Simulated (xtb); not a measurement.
Job for xtb: GFN1-xTB on C2H4 (SMILES C=C).

```
$ xtb mol.xyz --gfn 1 --sp --chrg 0 --uhf 0
6

C     -0.54357000     0.24783557     3.64206319
C      0.49854143    -0.50611592     3.30930327
H     -0.42091999     1.26747837     3.98679166
H     -1.55787769    -0.12921719     3.59110801
H      0.37645800    -1.52876979     2.97337740
H      1.51345523    -0.13203230     3.36911424
```

The head of its log:

```
[...]
           -------------------------------------------------
          |                Calculation Setup                |
           -------------------------------------------------



           -------------------------------------------------
          |                 G F N 1 - x T B                 |
           -------------------------------------------------

        Reference                      10.1021/acs.jctc.7b00118
      * Hamiltonian:
        H0-scaling (s, p, d)           1.850000    2.250000    2.000000
        zeta-weighting                 0.000000
      * Dispersion:
        s8                             2.400000
        a1                             0.630000
        a2                             5.000000
        s9                             0.000000
      * Repulsion:
        kExp                           1.500000
        rExp                           1.000000
      * Coulomb:
        alpha                          2.000000
        third order                    atomic
        anisotropic                    false
      * Halogen bond correction:
        rad-scale                      1.300000
        damping                        0.440000


          ...................................................
          :                      SETUP                      :
          :.................................................:
          :  # basis functions                  16          :
          :  # atomic orbitals                  16          :
          :  # shells                           12          :
          :  # electrons                        12          :
          :  # halogen bonds                     0          :
          :  max. iterations                   250          :
          :  Hamiltonian                  GFN1-xTB          :
          :  restarted?                      false          :
          :  GBSA solvation                  false          :
          :  PC potential                    false          :
          :  electronic temp.          300.0000000     K    :
          :  accuracy                    1.0000000          :
          :  -> integral cutoff          0.2500000E+02      :
          :  -> integral neglect         0.1000000E-07      :
          :  -> SCF convergence          0.1000000E-05 Eh   :
          :  -> wf. convergence          0.2000000E-04 e    :
          :  Broyden damping             0.4000000          :
          :  net charge                          0          :
          :  unpaired electrons                  0          :
          ...................................................

 iter      E             dE          RMSdq      gap      omega  full diag
   1     -6.4497647 -0.644976E+01  0.809E+00    5.52       0.0  T
   2     -6.4573215 -0.755676E-02  0.484E+00    5.52       1.0  T
```

**Question.** What total energy does the run end on?

**Answer.** -6.3419 hartree.
